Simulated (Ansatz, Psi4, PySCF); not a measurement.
C2H7OSi, doublet, at a GFN2-xTB geometry. Base run: PySCF with REVPBE/6-31G**.

PySCF was given this input:
```python
from pyscf import gto, scf, dft

mol = gto.M(
    atom='''
C    -1.25117299   -1.14189568   -0.08340094
Si   -0.05201846    0.40660041   -0.28931395
C     1.52901773   -0.73370817   -0.00961272
O    -0.23588869    1.46340425    0.79243281
H    -1.03290529   -1.90381264   -0.81733669
H    -1.16645880   -1.53241009    0.91999748
H    -2.23728515   -0.72883310   -0.24052025
H    -0.06203034    0.73298104   -1.71758477
H     1.50806457   -1.13973666    0.99098121
H     2.36169124   -0.05361154   -0.11846018
H     1.57722329   -1.52059366   -0.74806204
''',
    basis='6-31g**',
    spin=1,
    verbose=3,
)

mf = dft.UKS(mol)
mf.xc = 'revpbe'
mf.kernel()
```

The same geometry, method and basis name were run in Ansatz (a first-principles code) and Psi4 and PySCF, at each program's defaults and at the settings that a row names. The base is PySCF at its defaults. Differences at the defaults can come from grids, fitting, cores and function types together.

```tsv
code and settings	ΔE vs base (mEh)	basis functions	E (Eh)	SCF cycles	dipole (D)
PySCF, defaults (exact integrals, its default grid, spherical functions)	0.000	95	-444.97023	13	3.07
Psi4, defaults (density fitting with its default set, its default grid, Cartesian functions)	-4.143	99	-444.97438	11	3.08
Ansatz, defaults (factorised integrals, its default grid, Cartesian functions)	-4.055	99	-444.97429	-	-
PySCF, density fitting with def2-universal-jkfit	-0.099	95	-444.97033	13	3.07
PySCF, fine grid	-0.005	95	-444.97024	13	3.07
Psi4, exact integrals, spherical functions, fine grid	-0.004	95	-444.97024	15	3.07
Ansatz, high accuracy, Cartesian functions as the basis file defines them	-4.054	99	-444.97429	-	-
```

Open shells are given as the SCF converged; they aren't shown to be the lowest states, and a large step between rows can be another state.
